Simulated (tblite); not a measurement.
Species: C₅H₁₁NP₂.
Structure used (GFN2-xTB), in Å, numbered top down from 1:
```
atom  x, y, z in Å
C1    -0.0468    1.9768    0.7259
P2     0.4178    0.1913    0.8729
C3     1.9131    0.2381   -0.2343
P4     2.5412   -1.5063   -0.4249
C5    -0.7589   -0.5254   -0.3817
C6    -2.1605   -0.7009    0.2105
C7    -3.0546   -1.2520   -0.7751
N8    -3.7454   -1.6790   -1.5797
H9    -0.9960    2.1520    1.2286
H10    0.7126    2.5751    1.2263
H11   -0.1227    2.2836   -0.3169
H12    1.6542    0.6407   -1.2190
H13    2.6773    0.8707    0.2238
H14    3.0044   -1.6142    0.8840
H15    3.8010   -1.1452   -0.9011
H16   -0.3608   -1.5003   -0.6805
H17   -0.7967    0.1163   -1.2680
H18   -2.1256   -1.3735    1.0726
H19   -2.5635    0.2616    0.5413
```

Computed values, GFN2-xTB/tblite, gas phase, harmonic and unscaled. The method is semi-empirical: single wavenumbers can be off by several per cent or more. Modes of hydrogen on phosphorus can be 10 to 20 % off. One conformer, not necessarily the lowest.

Harmonic wavenumbers (cm⁻¹): 40.2, 57.0, 67.4, 98.8, 132.9, 154.9, 171.5, 208.3, 238.4, 297.0, 303.8, 385.6, 506.4, 650.0, 682.5, 708.1, 745.9, 749.7, 765.6, 834.6, 853.2, 888.5, 900.8, 945.3, 982.9, 1044.5, 1060.5, 1088.4, 1123.0, 1134.6, 1195.2, 1224.5, 1295.6, 1322.5, 1393.3, 1424.9, 1432.6, 1441.1, 1459.6, 2274.2, 2339.0, 2412.1, 2912.1, 2926.1, 2938.2, 2942.5, 2950.2, 2961.7, 2983.5, 3010.5, 3017.7.

A = 1953, B = 706.5, C = 556.1 MHz; mass 147.037 u (most abundant isotopes); point group C1, symmetry number 1.

Question: What is the zero-point energy?

Answer: ½Σν̃ = 31839 cm⁻¹ = 91.03 kcal/mol.

Question: Entropy at 273.15 K, 1 bar (ideal gas, RRHO, classical rotation)?

Answer: Translation 40.46, rotation 30.16, vibration 34.10: S = 104.7 cal/(mol K).

Question: And Cp and H(273.15 K) − H(0)?

Answer: Cp = 39.13 cal/(mol K), of which vibrations give 31.19 (their classical limit is 51 R = 101.3); H(273.15 K) − H(0) = 6.85 kcal/mol without the zero-point energy, 4.68 from vibrations.

Question: Blend soft modes into free rotors: weight 1/[1 + (100 cm⁻¹/ν̃)⁴] for the oscillator and the rest for a rotor with moment μB/(μ + B), μ = h/(8π²ν), B = 10⁻⁴⁴ kg m². What vibrational entropy results?

Answer: 30.71 cal/(mol K) in place of 34.10, which changes −T·S at 273.15 K by +0.93 kcal/mol.

Question: Which modes carry the vibrational entropy at 273.15 K?

Answer: 40.2 cm⁻¹: 5.08; 57.0 cm⁻¹: 4.39; 67.4 cm⁻¹: 4.06; 98.8 cm⁻¹: 3.31; 132.9 cm⁻¹: 2.74; 154.9 cm⁻¹: 2.45 cal/(mol K); the other 45 give 12.10 together.

Question: How do the functions run with temperature in this model?

Answer: 
| T (K) | S (cal/(mol K)) | Cp (cal/(mol K)) | H − H(0) (kcal/mol) | G − H(0) (kcal/mol) | ln q(vib) |
| --- | --- | --- | --- | --- | --- |
| 100 | 75.2 | 22.5 | 1.53 | -5.99 | 2.63 |
| 200 | 93.7 | 31.9 | 4.25 | -14.49 | 6.17 |
| 300 | 108.5 | 41.8 | 7.94 | -24.62 | 9.38 |
| 500 | 134.2 | 59.3 | 18.14 | -48.96 | 15.32 |
| 800 | 166.0 | 75.9 | 38.64 | -94.16 | 23.40 |
| 1000 | 183.8 | 83.3 | 54.60 | -129.18 | 28.28 |

q(vib) and H(0) count from the zero-point level.

Question: What must be added to the electronic energy to get the Gibbs energy at 273.15 K and 1 bar?

Answer: ZPE + [H(273.15 K) − H(0)] − T·S = 91.03 + 6.85 − 28.60 = 69.28 kcal/mol.

Hindered rotation and anharmonicity are outside this model. Other conformers, if any are populated, would add a mixing term that is left out. The structure is chiral; the term R ln 2 for an equal mix with its mirror image is left out.
